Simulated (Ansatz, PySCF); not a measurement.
Spin gap between two states, R1 and P1; the higher of the two is an excited state, each structure at its B3LYP-D3(BJ)/def2-TZVP stationary point, reached from a drawn start (curvature not checked).
R1, CH2 (SMILES [CH2]) (charge 0, multiplicity 1, Z-matrix in Å and degrees):
```
C
H 1 1.1106
H 1 1.1106 2 101.82
```
P1, CH2 (SMILES [CH2]) (charge 0, multiplicity 3):
```xyz
3

C      0.000     0.000    -0.275
H      0.996     0.000     0.137
H     -0.996     0.000     0.137
```

P less R. No zero-point or thermal terms; singlets are restricted closed shells; open shells are unrestricted.

Frozen-core correlation throughout. CBS: X⁻³ extrapolation of the correlation energy, Hartree–Fock from the larger set.

Run with Ansatz (Gaussian orbitals); PySCF for the D3/D4 terms. No computed number here is a measurement.

```csv
level,spin gap (kcal/mol)
HF/cc-pVQZ,-28.27
SVWN5/def2-TZVPP,-14.45
BLYP/def2-TZVPP,-10.44
revPBE-D4/def2-TZVPP,-15.80
r2SCAN/def2-TZVPP,-22.14
B3LYP/def2-TZVPP,-11.70
CCSD/cc-pVTZ,-11.21
CCSD(T)/cc-pVDZ,(withheld)
"CCSD(T)/CBS(cc-pVTZ, cc-pVQZ)",(withheld)
```

Question: Some entries are withheld; supply them.

Answer: 
- CCSD(T)/cc-pVDZ, spin gap (kcal/mol): -12.01
- CCSD(T)/CBS(cc-pVTZ, cc-pVQZ), spin gap (kcal/mol): -9.32

Ansatz is a quantum-chemistry and plane-wave program.
